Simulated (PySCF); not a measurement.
C₄H₅NSi, SMILES C#C[SiH](N)C#C.

Coordinates come from a PBE-D3(BJ)/def2-SVP optimisation. This is a generated structure with no PubChem entry under its InChIKey; it may be hypothetical. The values are those of a single conformer.

The numbers are results of PBE-D3(BJ)/def2-SVP (PySCF 2.14.0), not measurements.

Frequencies are harmonic and unscaled.

Computed normal modes with their intensities:
```
mode  ν (cm⁻¹)  IR (km/mol)  moving atoms (share of kinetic energy)
----  --------  -----------  --------------------------------------
1           89          0.2                 C 66 %, H 19 %, Si 10 %
2          131          9.2         H 40 %, C 31 %, N 17 %, Si 12 %
3          142          2.0         C 38 %, N 27 %, H 26 %, Si 10 %
4          191         13.2                          H 64 %, C 29 %
5          235          4.4                          C 75 %, H 24 %
6          323         22.7                          C 67 %, H 24 %
7          382         36.4                          C 69 %, H 16 %
8          392         39.0                 C 68 %, Si 15 %, H 13 %
9          450        180.6                          H 61 %, N 32 %
10         575         41.3                         C 56 %, Si 31 %
11         644         89.0                 C 43 %, Si 42 %, H 15 %
12         692         27.6                          H 76 %, C 24 %
13         695         33.4                          H 76 %, C 24 %
14         695         22.9                          H 76 %, C 24 %
15         706         22.0                          H 75 %, C 24 %
16         715         77.6                                  H 88 %
17         811        182.2                         H 84 %, Si 11 %
18         847         93.8                 N 44 %, Si 37 %, H 17 %
19         893        133.0                 H 76 %, Si 12 %, N 12 %
20        1493         35.9                          H 90 %, N 10 %
21        2077         31.7                           C 90 %, H 9 %
22        2090         40.4                           C 90 %, H 9 %
23        2191         91.4                                  H 97 %
24        3389         48.7                          H 86 %, C 14 %
25        3391         45.6                          H 86 %, C 14 %
26        3477         25.2                                  H 96 %
27        3573         25.2                           H 91 %, N 9 %
```
